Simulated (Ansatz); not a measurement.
```yaml
crystal:
  periodic: [false, false, false]
  atoms:
    - {symbol: Si, position_ang: [0.289580, -0.771438, -0.592846]}
    - {symbol: Zn, position_ang: [-0.606974, 3.045211, 1.760094]}
    - {symbol: H, position_ang: [0.533114, -2.007061, -0.910662]}
    - {symbol: H, position_ang: [-0.903688, -0.426957, -0.083301]}
    - {symbol: H, position_ang: [0.477415, 0.681086, -1.078762]}
    - {symbol: H, position_ang: [1.141132, -0.933422, 0.596160]}
basis:
  gaussian: {orbitals: pcseg-2}
magnetization: {spin_polarized: true, initial_magnetization: 2}
hamiltonian: {xc: {name: r2SCAN0}}
scf: {lower_state_search: off}
```

```sh
$ ansatz run in.yaml --threads 2 --pin off --events-out ev --progress --plain --max-ram 4352MiB
```

Shortened log:

```
Functional definition: r2SCAN0
1023 factors; their error is unknown
mean field evaluation 1: about -56348.8111 eV, gradient 2.2e1 eV
mean field evaluation 2: about -56309.5496 eV, gradient 6.4e1 eV
mean field evaluation 4: about -56354.5784 eV, gradient 3.6e0 eV
mean field evaluation 8: about -56354.7179 eV, gradient 2.2e-1 eV
mean field evaluation 16: about -56354.9840 eV, gradient 3.4e-3 eV
mean field -56354.98403631 eV, -2071.0074645543 hartree, gradient 9.9e-6 eV, S^2 2.003131; 0 other end points of the search recorded, 0 dependent functions left out
reference -56354.98405320 eV, -2071.0074651750 hartree; 25, 23 occupied and 121, 123 virtual orbitals, 1023 factors
Total energy: -56354.98405320 eV, -2071.0074651750 hartree
Checks for a lower state left out: stability, starts, cluster_reference, orbital_swaps, neighbouring_geometries, increment
```

Run time 5.5 s (2 threads of an Arm Neoverse V2 on a shared host); peak host memory 0.33 GiB.
